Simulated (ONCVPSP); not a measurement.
## Which change was made? (Gd, ONCV)

* Element: Gd
* Generator: ONCVPSP 4.0.1
* Type: optimised norm-conserving Vanderbilt (ONCV)
* Functional: PBE
* Relativity: scalar-relativistic
* Frozen core: [Kr] 4d10 4f7
* Valence charge: 11
* Reference configuration: 5s2 5p6 5d1 6s1 6p1
* Partial waves: 5s+6s: rc 2.40 bohr, ncon 4, nbas 7, qcut 4.8 1/bohr, 3 projectors, debl 3.3 Ha; 5p+6p: rc 2.40 bohr, ncon 4, nbas 8, qcut 7.1 1/bohr, 2 projectors; 5d: rc 2.70 bohr, ncon 5, nbas 10, qcut 5.8 1/bohr, 2 projectors, debl 1 Ha
* Local potential: polynomial inside 2.20 bohr (lpopt 5, dvloc0 0 Ha)
* Core correction: Teter function, fcfact 4, rcfact 1.1

Cutoffs, loose and tight: the cutoffs (Ha) at which the residual kinetic energy of the hardest occupied pseudo-wave falls to 1 and 0.1 mHa per electron. They do not see the model core or the augmentation charge, which bear on the density cutoff. Test errors are all-electron minus pseudo excitation energies from the reference, over the configurations 5s2 5p6 5d1 6s2 6p0; 5s2 5p6 5d1 6s1 6p0; 5s2 5p6 5d1 6s0 6p0; 5s2 5p6 5d1 6s0 6p2; variants that change the core or the reference have their own tests.

The base gives: outcome: generated; cutoff, loose: 8.7 Ha; cutoff, tight: 15 Ha; bound ghosts: none; GHOST(+) flags above zero: s; largest test error (meV): +10.0.

**Question.** After one change the result is: outcome: generated; cutoff, loose: 11 Ha; cutoff, tight: 14 Ha; bound ghosts: none; GHOST(+) flags above zero: none; largest test error (meV): +10. Which change was it?
A. all radii but the core radius scaled by about 0.92 (s 2.20, p 2.20, d 2.48 bohr); local potential polynomial inside 2.02 bohr (lpopt 5, dvloc0 0 Ha)
B. all radii but the core radius scaled by about 1.26 (s 3.02, p 3.02, d 3.40 bohr); local potential polynomial inside 2.76 bohr (lpopt 5, dvloc0 0 Ha)
C. all radii but the core radius scaled by about 0.77 (s 1.84, p 1.84, d 2.08 bohr); local potential polynomial inside 1.68 bohr (lpopt 5, dvloc0 0 Ha)

**Answer.** B. The others give: all radii but the core radius scaled by about 0.92 (s 2.20, p 2.20, d 2.48 bohr); local potential polynomial inside 2.02 bohr (lpopt 5, dvloc0 0 Ha) → outcome: generated; cutoff, loose: 13 Ha; cutoff, tight: 17 Ha; bound ghosts: p; GHOST(+) flags above zero: s; largest test error (meV): +9.7 | all radii but the core radius scaled by about 0.77 (s 1.84, p 1.84, d 2.08 bohr); local potential polynomial inside 1.68 bohr (lpopt 5, dvloc0 0 Ha) → outcome: generated; cutoff, loose: 17 Ha; cutoff, tight: 35 Ha; bound ghosts: none; GHOST(+) flags above zero: s; largest test error (meV): +11.
